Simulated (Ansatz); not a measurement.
Cost and result for the atomization energy of Cl4H2SSi2 (`Cl[SiH2]S[Si](Cl)(Cl)Cl`) (9 atoms, 8 bonds).

Z-matrix (Å, degrees):
```
Si
S 1 2.138
Cl 1 2.044 2 112.7
H 1 1.478 2 103.5 3 117.9
H 1 1.475 2 111.2 3 -121.3
Si 2 2.111 1 102.3 3 57.5
Cl 6 2.028 2 106.6 1 157.4
Cl 6 2.027 2 112.0 1 -84.1
Cl 6 2.033 2 112.3 1 37.6
```

Total charge 0; spin multiplicity 1. All single points use the PBE0-D4/def2-TZVP geometry. It is one conformer, not always the lowest. Program: Ansatz. All runs use 2 threads of an AMD EPYC 7R13 on a shared host and a share of an NVIDIA H100 80 GB. Times are those of one run each, without the atoms' runs, and a repeat can differ threefold. Electronic energies, without spin–orbit coupling; frozen cores. CCSD(T)/CBS adds CCSD(T) − MP2 in def2-TZVPP to the MP2 limit, and its time is that of the two runs behind it. T1 = 0.010. B3LYP takes the VWN-RPA correlation (the form of Gaussian; ORCA's B3LYP/G).

CCSD(T)/CBS is a level of theory with its own doubt, some kJ/mol a heavy atom from the limit and from the frozen cores, so smaller differences don't rank the functionals.

```csv
level,functions,wall time,atomization (kcal/mol),difference from CCSD(T)/CBS,per bond
PBE-D4/def2-TZVPP (with forces),322,3.1 s,704.2,6.5,0.8
r2SCAN-D4/def2-TZVPP (with forces),322,3.6 s,703.8,6.1,0.8
PBE0-D4/def2-TZVPP,322,4.1 s,697.7,0.0,0.0
MP2/def2-QZVPP,550,4.5 s,714.0,16.3,2.0
B2PLYP/def2-TZVPP,322,4.8 s,674.7,-23.0,-2.9
ωB97X-V/def2-TZVPP,322,4.9 s,703.3,5.6,0.7
ωB97M-V/def2-TZVPP (with forces),322,6.5 s,703.4,5.7,0.7
B3LYP-D4/def2-TZVPP (with forces),322,6.5 s,683.0,-14.7,-1.8
CCSD(T)/def2-TZVPP,322,8 s,668.4,-29.3,-3.7
CCSD(T)/CBS(def2),–,12 s,697.7,0.0,0.0
```

From PBE to PBE0 (25 % exact exchange), in def2-TZVPP and without D4, the atomization energy moves by −5.0 kcal/mol: exact exchange takes away binding that semilocal exchange gives to molecules. The D4 term adds +20.3 kcal/mol with B3LYP and +10.8 kcal/mol with PBE0; it sums over pairs of atoms, weighted by their polarisabilities, and B3LYP, whose exchange is more repulsive, gets the larger term. In def2-TZVPP, CCSD(T) changes the Hartree–Fock value by +159.6 kcal/mol (the triples alone add +15.8 kcal/mol) and MP2 by +187.9 kcal/mol; breaking electron pairs costs correlation energy, which Hartree–Fock lacks.
